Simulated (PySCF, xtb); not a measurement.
Zn(H)(SiH3) (H₄SiZn), SMILES [SiH3][ZnH].

Harmonic wavenumbers (cm⁻¹) from GFN2-xTB in xtb at its own minimum, in rising order: 160, 160, 297, 403, 403, 830, 846, 846, 1417, 2180, 2181, 2196.

**Question.** What does B3LYP-D3(BJ)/def2-TZVP in PySCF give at its own minimum? (An estimate is asked for; the answer gives what the named calculation found.)

**Answer.** 319, 347, 347, 501, 501, 875, 953, 953, 1839, 2189, 2196, 2196. Paired by order, the mean absolute difference is 108 cm⁻¹ and the zero-point energies are 17.0 and 18.9 kcal/mol.
